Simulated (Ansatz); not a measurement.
The lowest singlet and triplet of CH2 (SMILES [CH2]); geometries from B3LYP-D3(BJ)/def2-TZVP, each state relaxed from the structure named, with no frequency check.
Singlet (charge 0, multiplicity 1):
| atom | x (Å) | y (Å) | z (Å) |
|---|---|---|---|
| C | -0.0007 | 0.1750 | 0.0000 |
| H | -0.8600 | -0.5287 | 0.0000 |
| H | 0.8644 | -0.5215 | 0.0000 |
Triplet (charge 0, multiplicity 3):
```xyz
3

C      0.000     0.103     0.000
H     -0.995    -0.313     0.000
H      0.997    -0.306     0.000
```

A positive gap puts the triplet lower; no zero-point energy. R- takes a restricted singlet. The triplet is unrestricted in single-reference levels. Active spaces average the two states.

Cores are frozen in the correlated methods.

Codes used: Ansatz (Gaussian basis) for Hartree–Fock, density functionals and correlated methods. Values without a source in brackets are computed.

R-PBE/def2-TZVPP gives 66.9 kJ/mol for the gap E(singlet) − E(triplet), adiabatic.

How do the other levels lie against it? Give each less PBE: R-r2SCAN/def2-TZVPP, R-PBE0/def2-TZVPP, R-wB97M-V/def2-TZVPP, R-B2PLYP/def2-TZVPP, R-MP2/cc-pVQZ, R-CCSD(T)/cc-pVQZ, SC-NEVPT2 on SA-CASSCF(6,6)/cc-pVQZ, FIC-MRCISD+Q on SA-CASSCF(6,6)/cc-pVQZ, FCI/cc-pVDZ.

R-r2SCAN/def2-TZVPP 25.7; R-PBE0/def2-TZVPP 7.2; R-wB97M-V/def2-TZVPP -27.3; R-B2PLYP/def2-TZVPP -15.8; R-MP2/cc-pVQZ -7.4; R-CCSD(T)/cc-pVQZ -26.5; SC-NEVPT2 on SA-CASSCF(6,6)/cc-pVQZ -28.3; FIC-MRCISD+Q on SA-CASSCF(6,6)/cc-pVQZ -29.4; FCI/cc-pVDZ -18.0 kJ/mol. 2 of 9 lie above PBE; the widest gap is to FIC-MRCISD+Q on SA-CASSCF(6,6)/cc-pVQZ.

Doubts at one or more of the structures used: a restricted determinant that unrestricted orbitals would lower (R-PBE/def2-TZVPP, R-r2SCAN/def2-TZVPP, R-PBE0/def2-TZVPP, R-wB97M-V/def2-TZVPP, R-B2PLYP/def2-TZVPP, R-MP2/cc-pVQZ, R-CCSD(T)/cc-pVQZ).

Measured: triplet 3B1 below singlet 1A1 by 9 ± 0.1 kcal/mol (with zero-point energy) [Lineberger and Borden].

Ansatz is an electronic-structure program.
